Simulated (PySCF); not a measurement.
```xyz
3
charge 0 multiplicity 1, angstrom
Zn    0.0000    0.0000    0.0000
F     0.0000    0.0000    1.7319
F     0.0000    0.0000   -1.7319
```

These are results of PBE0/[Zn def2-TZVP, F def2-TZVP], no relativity, density fitting, PySCF, not measurements.

This geometry of ZnF₂ is a stationary point at this level.

Question: What is the point group?

Answer: D∞h.

Question: Is it a minimum?

Answer: Yes: all harmonic wavenumbers are real.

Question: List the harmonic modes with their infrared intensities.

Answer: 
```csv
symmetry,ω (cm⁻¹),"IR (km/mol, summed over degenerate members)"
πu,163,86.2
σg+,602,0.0
σu+,767,104
```

In D∞h the vibrations span πu + σg+ + σu+. The σg+ mode carries no infrared intensity, as symmetry demands. With a centre of inversion only u modes can be infrared active and only g modes Raman active.
